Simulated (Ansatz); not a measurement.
The cluster Li₄H₄, relaxed as a singlet with RKS r2SCAN-D4/def2-TZVP in Ansatz, starting from the GFN1-xTB geometry. Force threshold 0.02 eV/Å.

Another isomer (singlet) lies 1.09 eV lower at PBE0-D4/def2-TZVP; other spin states weren't run for this one.

Start:

Cartesian coordinates in Å:
```
Li 2.0843 0.0772 -0.8582
Li 0.6308 -0.1579 0.9836
Li -1.8454 -0.0783 0.7628
Li -0.2591 0.1826 -1.1455
H -1.8803 0.1803 -0.8838
H 1.0076 1.2789 -0.2262
H 0.9584 -1.2042 -0.5856
H -0.6963 -0.2786 1.9528
```

| step | energy (eV) | largest force component (eV/Å) | SCF passes |
| --- | --- | --- | --- |
| 1 | -883.0644 | 0.729 | 19 |
| 2 | -883.2355 | 0.272 | 19 |
| 3 | -883.2676 | 0.090 | 20 |
| 4 | -883.2710 | 0.014 | 20 |

Force components are those of the run's own axes.

End:

```xyz
8

Li    2.256    0.087   -0.931
Li    0.649   -0.169    1.034
Li   -2.110   -0.085    0.871
Li   -0.279    0.186   -1.189
H    -1.946    0.164   -0.806
H     1.141    1.229   -0.285
H     1.086   -1.140   -0.635
H    -0.797   -0.272    1.941
```

By distances, no bond broke or formed. The bond that changes most is Li4–H6, from 1.91 to 1.98 Å (atoms count from 1).

No frequencies were taken in this run, so the end may be a saddle point.

It took 6 s on 2 threads of Arm Neoverse V2 on a shared host.
